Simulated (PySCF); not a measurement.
**Calculated NMR parameters of Me2PhSiCl**

```
Formula                               : C8H11ClSi
SMILES                                : C[Si](C)(Cl)c1ccccc1
Point group of the computed structure : C1
Degrees of unsaturation               : 4
Carbon signals                        : 5
Proton signals                        : 4
```

Molfile (atoms numbered from 1):
```
C8H11ClSi
     RDKit          3D

 21 21  0  0  0  0  0  0  0  0999 V2000
   -2.2519   -1.0452    1.2943 C   0  0  0  0  0  0  0  0  0  0  0  0
   -1.4206   -0.4942   -0.2869 Si  0  0  0  0  0  4  0  0  0  0  0  0
   -2.2953    0.9617   -1.0628 C   0  0  0  0  0  0  0  0  0  0  0  0
   -1.5338   -2.0983   -1.6257 Cl  0  0  0  0  0  0  0  0  0  0  0  0
    0.3989   -0.1414   -0.0053 C   0  0  0  0  0  0  0  0  0  0  0  0
    0.8961    1.1698   -0.0153 C   0  0  0  0  0  0  0  0  0  0  0  0
    2.2442    1.4286    0.2318 C   0  0  0  0  0  0  0  0  0  0  0  0
    3.1189    0.3756    0.4921 C   0  0  0  0  0  0  0  0  0  0  0  0
    2.6424   -0.9357    0.5012 C   0  0  0  0  0  0  0  0  0  0  0  0
    1.2960   -1.1898    0.2533 C   0  0  0  0  0  0  0  0  0  0  0  0
   -3.3123   -1.2843    1.1204 H   0  0  0  0  0  0  0  0  0  0  0  0
   -1.7585   -1.9407    1.7011 H   0  0  0  0  0  0  0  0  0  0  0  0
   -2.1914   -0.2476    2.0519 H   0  0  0  0  0  0  0  0  0  0  0  0
   -2.3004    1.8286   -0.3830 H   0  0  0  0  0  0  0  0  0  0  0  0
   -3.3406    0.6991   -1.2852 H   0  0  0  0  0  0  0  0  0  0  0  0
   -1.8085    1.2585   -2.0039 H   0  0  0  0  0  0  0  0  0  0  0  0
    0.2258    2.0089   -0.2234 H   0  0  0  0  0  0  0  0  0  0  0  0
    2.6138    2.4569    0.2167 H   0  0  0  0  0  0  0  0  0  0  0  0
    4.1760    0.5759    0.6836 H   0  0  0  0  0  0  0  0  0  0  0  0
    3.3268   -1.7647    0.6976 H   0  0  0  0  0  0  0  0  0  0  0  0
    0.9389   -2.2240    0.2432 H   0  0  0  0  0  0  0  0  0  0  0  0
  1  2  1  0
  2  3  1  0
  2  4  1  0
  2  5  1  0
  5  6  2  0
  6  7  1  0
  7  8  2  0
  8  9  1  0
  9 10  2  0
 10  5  1  0
  1 11  1  0
  1 12  1  0
  1 13  1  0
  3 14  1  0
  3 15  1  0
  3 16  1  0
  6 17  1  0
  7 18  1  0
  8 19  1  0
  9 20  1  0
 10 21  1  0
M  END
```

PySCF 2.14.0 with density-fitted response routines calculation with PBE0-D3(BJ)/def2-SVP geometry and GIAO PBE0/pcSseg-1 shieldings; gas phase, relativity neglected, one conformer, fast rotation and ring inversion assumed for equivalent nuclei.

Chemical shifts δ = σref − σ; ¹H and ¹³C and ²⁹Si against TMS, all at this level.

| carbon | δC, type | δH (multiplicity) | HMBC from (2–3 bonds) | span of the C tensor (ppm) |
| --- | --- | --- | --- | --- |
| C1/C3 | 3.1, CH3 | 0.57 (s) | H11/H12/H13/H14/H15/H16 | 15 |
| C5 | 142.2, C | – | H17/H21, H18/H20, H11/H12/H13/H14/H15/H16 | 232 |
| C6/C10 | 139.3, CH | 7.67 (d) | H17/H21, H19, H18/H20 | 246 |
| C7/C9 | 133.4, CH | 7.48 (m) | H17/H21, H19, H18/H20 | 237 |
| C8 | 136.0, CH | 7.50 (m) | H17/H21, H18/H20 | 238 |

Other nuclei:
```
atoms  nucleus                environment  δ (ppm)  σ (ppm)
  Si2     ²⁹Si  silicon bonded to 3 C, Cl     30.0    322.0
```

1. Carbon types of the structure: 1 × C, 5 × CH, 2 × CH3, which accounts for all hydrogens.
2. δC 142.2: substituted aromatic carbon.
3. δC 139.3, 136.0, 133.4: aromatic CH; the aromatic region.
4. δC 3.1: methyl carbon bonded to Si; an electropositive neighbour leaves it electron-rich and shielded.
5. δH 7.67, 7.50, 7.48: hydrogen on an aromatic CH; ring-current deshielding.
6. δH 0.57: hydrogen on a methyl carbon bonded to Si; an electropositive neighbour shields it, as in TMS itself.

Shifts are as computed. Against solution values, carbons near 30 ppm lie about +2 ppm off and those near 130 ppm about +5 ppm. Of 1211 compounds with measured shifts, 218 miss one by over three times the rms of a fit or turn the order of signals round; such compounds aren't used in these exercises. Multiplicities follow the n + 1 count of equivalent neighbours, as no J values were calculated; m marks all less simple cases, F and P coupling included.
